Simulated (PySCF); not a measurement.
Species: bromo-bis(ethenyl)borane, C$_{4}$H$_{6}$BBr, net charge 0, singlet state. SMILES: C=CB(Br)C=C
Geometry from a B3LYP-D3(BJ)/def2-TZVP (Ansatz) optimisation:
```
B
C 1 1.5412
C 2 1.3369 1 126.07
H 3 1.0837 2 121.23 1 0.00
H 3 1.0842 4 116.61 2 -180.00
H 2 1.0890 3 117.21 4 180.00
C 1 1.5412 2 121.29 6 0.00
C 7 1.3369 1 126.07 2 180.00
H 8 1.0837 7 121.23 1 0.00
H 8 1.0842 9 116.61 7 -180.00
H 7 1.0890 8 117.21 9 -180.00
Br 1 1.9508 2 119.35 6 -180.00
```

Dispersion corrections to the total energy (kcal/mol) from the dftd3 and dftd4 libraries through PySCF: D3(BJ) without and D4 with the three-body term, each with the damping fitted for the functional named.

| functional | D3(BJ) | D4 |
|---|---|---|
| PW6B95 | -3.82 | -5.70 |
| B2GP-PLYP | [?] | -2.93 |
| BP86 | -11.64 | [?] |
| r2SCAN | -2.01 | -1.71 |
| TPSS | -8.93 | -9.23 |
| B3LYP | [?] | -11.03 |
| PBE0 | -6.17 | -5.80 |

Q: Complete the blanks.

A: 
- B2GP-PLYP, D3(BJ): -4.88
- BP86, D4: -9.33
- B3LYP, D3(BJ): -12.39
